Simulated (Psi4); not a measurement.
**MP2, SCS-MP2 and SOS-MP2 from spin components**

System: HAlClFO, singlet, at a GFN2-xTB geometry (such geometries of metal compounds can be far from the true shape). Level: Psi4 1.11 with MP2/pcseg-1. Sums are taken with unrounded values, so a last digit can differ.

Here is a job for Psi4.
```
memory 2 GB

molecule mol {
0 1
Al    0.165795    0.132861   -0.316248
F     1.808627    0.253154   -0.465768
Cl   -0.667113   -0.575583    1.374743
O    -0.768158    0.604371   -1.578109
H    -0.946783    0.944349   -2.442612
}

set {
  basis pcseg-1
  reference rhf
  freeze_core true
}

energy('mp2')
print_variables()
```

It gave an SCF energy of -876.405475 Eh, a same-spin correlation energy of -0.154282 Eh and an opposite-spin one of -0.403793 Eh.

Question: Work out the MP2, SCS-MP2 (6/5 and 1/3) and SOS-MP2 (1.3 and 0) correlation and total energies.

Answer: MP2: -0.403793 + (-0.154282) = -0.558075 Eh, total -876.963549 Eh, as the program printed. SCS-MP2: 1.2 × (-0.403793) + (-0.154282)/3 = -0.535979 Eh, total -876.941454 Eh. SOS-MP2: 1.3 × (-0.403793) = -0.524931 Eh, total -876.930406 Eh. Opposite spins carry 72 % of the MP2 correlation; same-spin pairs are already kept apart by exchange.
